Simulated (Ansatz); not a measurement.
Conformers of C3H8S (SMILES CCSC), B3LYP-D3(BJ)/def2-TZVP minima from an xTB search, which can miss the lowest.
Conformer 1 (charge 0, multiplicity 1):
```xyz
12

C     -1.5036     0.2735    -0.0399
C     -0.5851    -0.9381    -0.1166
S      0.7821    -0.7870    -1.3098
C      1.7891     0.4846    -0.5010
H     -0.9681     1.1598     0.3028
H     -2.3197     0.0892     0.6635
H     -1.9335     0.4961    -1.0170
H     -1.1380    -1.8181    -0.4496
H     -0.1633    -1.1754     0.8628
H      1.2760     1.4444    -0.4592
H      2.6912     0.5982    -1.1004
H      2.0728     0.1728     0.5050
```
Conformer 2 (charge 0, multiplicity 1):
```xyz
12

C     -1.93636    -0.32608     0.06068
C     -0.57565    -0.05544    -0.56507
S      0.70880    -0.00689     0.72570
C      2.15814     0.32636    -0.30802
H     -2.20141     0.45422     0.77571
H     -1.94365    -1.28264     0.58543
H     -2.70827    -0.35619    -0.71044
H     -0.57717     0.90109    -1.09210
H     -0.31944    -0.83700    -1.28358
H      2.05595     1.27696    -0.83249
H      3.02043     0.38116     0.35486
H      2.31863    -0.47555    -1.02936
```

Frozen-core correlation. MP2 and its Hartree–Fock in cc-pV(Q+d)Z are density fitted.

The values were computed with Ansatz (a first-principles code) with Gaussian orbitals. Each number belongs to the level named beside it.

The energy of conformer 2 above conformer 1 is E(conformer 2) − E(conformer 1). Total energies (hartree):

```json
[
 {"level": "HF/cc-pV(T+d)Z", "conformer 2": "-515.8524672", "conformer 1": "-515.8517769"},
 {"level": "MP2/cc-pV(T+d)Z", "conformer 2": "-516.5659958", "conformer 1": "-516.5660966"},
 {"level": "HF/cc-pV(Q+d)Z", "conformer 2": "-515.8637000", "conformer 1": "-515.8629860"},
 {"level": "MP2/cc-pV(Q+d)Z", "conformer 2": "-516.6254486", "conformer 1": "-516.6255095"},
 {"level": "CCSD(T)/cc-pV(T+d)Z", "conformer 2": "-516.6498145", "conformer 1": "-516.6499548"}
]
```

Question: Work out the energy of conformer 2 above conformer 1 at the basis-set limit: extrapolate the MP2 correlation part as X⁻³, take Hartree–Fock from the larger set, and add the CCSD(T) − MP2 difference of cc-pV(T+d)Z.

Answer: 
1. Differences (1 hartree = 627.509 kcal/mol): HF/cc-pV(T+d)Z -0.433; MP2/cc-pV(T+d)Z 0.063; HF/cc-pV(Q+d)Z -0.448; MP2/cc-pV(Q+d)Z 0.038; CCSD(T)/cc-pV(T+d)Z 0.088.
2. Correlation parts, MP2 less HF: 0.496 in cc-pV(T+d)Z (X = 3), 0.486 in cc-pV(Q+d)Z (X = 4).
3. Limit (4³·(0.486) − 3³·(0.496))/(4³ − 3³) = 0.479; with HF/cc-pV(Q+d)Z it gives 0.031.
4. CCSD(T) less MP2 in cc-pV(T+d)Z: 0.025.
Result: 0.06 kcal/mol, against 0.06 at MP2/cc-pV(T+d)Z. It is an estimate of this method's limit, not of the exact value.
